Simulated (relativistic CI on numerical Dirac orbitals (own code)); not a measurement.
d8 in a ligand field

Computed with a parametric ligand-field model of a d^n configuration (Racah B and C, spin-orbit zeta, crystal field), exact diagonalisation.

Field parameters in Wybourne normalisation: Oh B⁴₀ = 21Dq, B⁴₄ = √(5/14) B⁴₀; Td as Oh with Dq negative (B⁴₀ = 21Dq, B⁴₄ = √(5/14) B⁴₀). The field is a parameter set, without covalency.

(1) A d8 ion in Td symmetry has the ground term 3T1 and bands at 3T2 9353 cm⁻¹ (1069 nm), 1T2 14707 cm⁻¹ (680 nm), 1E 15146 cm⁻¹ (660 nm), 3A2 19953 cm⁻¹ (501 nm), 3T1 21457 cm⁻¹ (466 nm), 1T2 26210 cm⁻¹ (382 nm). Which parameters reproduce them?

(2) A d8 ion in Oh symmetry has the ground term 3A2 and bands at 3T2 5400 cm⁻¹ (1852 nm), 3T1 9115 cm⁻¹ (1097 nm), 1E 11683 cm⁻¹ (856 nm), 1T2 16734 cm⁻¹ (598 nm), 3T1 17435 cm⁻¹ (574 nm), 1A1 18192 cm⁻¹ (550 nm). Which parameters reproduce them?

(3) A d8 ion in Td symmetry has the ground term 3T1 and bands at 3T2 4147 cm⁻¹ (2411 nm), 1T2 6806 cm⁻¹ (1469 nm), 1E 7080 cm⁻¹ (1412 nm), 3A2 8897 cm⁻¹ (1124 nm), 3T1 10744 cm⁻¹ (931 nm), 1T2 12218 cm⁻¹ (818 nm). Which parameters reproduce them?

(4) Ground term and bands for B = 690, C = 3400, ζ = 0 cm⁻¹, Oh, 10Dq = 12400 cm⁻¹?

(5) Ground term and bands for B = 990, C = 4960, ζ = 0 cm⁻¹, Oh, 10Dq = 25500 cm⁻¹?

Results:

(1) B = 890, C = 4420, ζ = 0 cm⁻¹, Td, 10Dq = -10600 cm⁻¹.

(2) B = 690, C = 3320, ζ = 0 cm⁻¹, Oh, 10Dq = 5400 cm⁻¹.

(3) B = 480, C = 1830, ζ = 0 cm⁻¹, Td, 10Dq = -4750 cm⁻¹.

(4) Ground term 3A2 with 2.00 electrons in the two orbitals of the cubic e set. Spin-allowed: 3T2 12400 cm⁻¹ (806 nm), 3T1 18606 cm⁻¹ (537 nm), 3T1 28944 cm⁻¹ (345 nm). Lowest spin-forbidden: 1E 12098 cm⁻¹ (827 nm), 1A1 20566 cm⁻¹ (486 nm), 1T2 24297 cm⁻¹ (412 nm). With an A2 ground term the first spin-allowed band lies at |10Dq| itself.

(5) Ground term 3A2 with 2.00 electrons in the two orbitals of the cubic e set. Spin-allowed: 3T2 25500 cm⁻¹ (392 nm), 3T1 35473 cm⁻¹ (282 nm), 3T1 55877 cm⁻¹ (179 nm). Lowest spin-forbidden: 1E 17615 cm⁻¹ (568 nm), 1A1 31061 cm⁻¹ (322 nm), 1T2 42903 cm⁻¹ (233 nm). With an A2 ground term the first spin-allowed band lies at |10Dq| itself.
